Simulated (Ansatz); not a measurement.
CH6GeOSi can be A, `[CH3][GeH]1[O][SiH2]1`, or B, `[SiH3][CH]1[O][GeH2]1`.

Program: Ansatz. Geometries: PBE0-D4/def2-TZVP. ΔE: electronic, gas phase. CCSD(T)/CBS is the MP2 limit (def2-TZVPP, def2-QZVPP) plus CCSD(T) − MP2 in def2-TZVPP, frozen cores. DFT in def2-TZVPP. B3LYP here is the variant with VWN-RPA as its local correlation; programs differ in this. For Ge outer-core shells are correlated without core-valence functions, which leaves a few kJ/mol of doubt a bond. Scalar relativity is left out up to krypton.

Q: Which isomer does CCSD(T)/CBS put lower? Give the gap. (Estimate.)

A: Computed: A, by 199.5 kJ/mol.

Q: Give E(B) − E(A) in kJ/mol with ωB97M-V, B3LYP-D4, PBE0-D4, CCSD(T)/def2-TZVPP, B2PLYP, CCSD/def2-TZVPP, r2SCAN-D4. (An estimate is asked.)

A: Ansatz gave: ωB97M-V 200.6, B3LYP-D4 199.6, PBE0-D4 200.9, CCSD(T)/def2-TZVPP 198.2, B2PLYP 202.4, CCSD/def2-TZVPP 200.7, r2SCAN-D4 203.6. None reverses the order clearly.

Largest T1 diagnostic: 0.014.

From PBE to PBE0 (25 % exact exchange), in def2-TZVPP and without D4, E(B) − E(A) moves by +5.7 kJ/mol.
